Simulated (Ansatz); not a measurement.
Basis sets compared for (HMg-mu-NH2)2 (Mg2N2H6). The state is a singlet with charge 0. Geometry PBE0-D4/def2-SVP. Ansatz on 4 threads of Arm Neoverse V2 on a shared host; times are rough, and most runs start from earlier orbitals.

Cartesian coordinates in Å:
```
Mg 0.573 1.155 0.753
H 1.231 2.483 1.618
N 0.581 0.517 -1.235
Mg -0.575 -1.153 -0.753
H -1.237 -2.479 -1.620
N -0.581 -0.517 1.235
H 1.502 0.323 -1.639
H 0.176 1.163 -1.917
H -0.170 -1.164 1.914
H -1.500 -0.327 1.644
```

Binding counts from free atoms (Mg singlet, H doublet, N quartet) in the same basis, without a counterpoise term.

```tsv
level	functions	energy (Eh)	HOMO (eV)	LUMO (eV)	binding per atom (eV)	wall time
HF/STO-3G	34	-505.3061	-6.25	12.12	2.87	0.1 s
HF/6-31G	56	-511.6289	-9.57	1.49	1.85	0.2 s
PBE-D4/def2-SVP	94	-512.7397	-5.45	-1.21	2.92	0.7 s
PBE0-D4/def2-SVP	94	-512.7902	-6.65	-0.53	2.86	0.75 s
```

(1) Estimate the rows for HF/def2-TZVP (with forces), PBE-D4/def2-TZVP, PBE0-D4/def2-TZVP.

Answers

(1) 
```
                     level  functions  energy (Eh)  HOMO (eV)  LUMO (eV)  binding per atom (eV)  wall time
HF/def2-TZVP (with forces)        162    -511.7391      -9.62       1.44                   1.96      1.5 s
          PBE-D4/def2-TZVP        162    -513.0116      -5.48      -1.35                   2.89      1.1 s
         PBE0-D4/def2-TZVP        162    -513.0594      -6.67      -0.65                   2.84      1.6 s
```
